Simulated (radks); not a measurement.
Results of a calculation; reference values are marked as such.
Task: Yb2+, configuration [Xe] 4f14. Level of theory: Dirac Kohn-Sham, PBE, spin-unpolarised, spherical densities, finite nucleus; Fermi nuclear charge, rms radius 5.3108 fm (a radial shooting solver on a logarithmic mesh with Libxc functionals).

Spin-orbit splittings of the eigenvalues, e(l+1/2) - e(l-1/2), with zeta = 2 splitting/(2l+1) and mean radii in bohr:

| shell | occ. | splitting (eV) | zeta (eV) | <r> j=l-1/2 | <r> j=l+1/2 |
|---|---|---|---|---|---|
| 2p | 6 | 1047 | 698.0 | 0.06872 | 0.07622 |
| 3p | 6 | ? | ? | 0.2061 | 0.2201 |
| 3d | 10 | 48.56 | 19.42 | 0.1935 | 0.1978 |
| 4p | 6 | 50.28 | 33.52 | 0.4957 | 0.5281 |
| 4d | 10 | 9.152 | 3.661 | 0.5536 | 0.5651 |
| 4f | 14 | 1.320 | 0.3770 | 0.7695 | 0.7902 |
| 5p | 6 | 6.130 | 4.087 | 1.363 | 1.476 |

Estimate the 3p splitting.

Result: 222.2 eV (zeta = 148.2 eV).
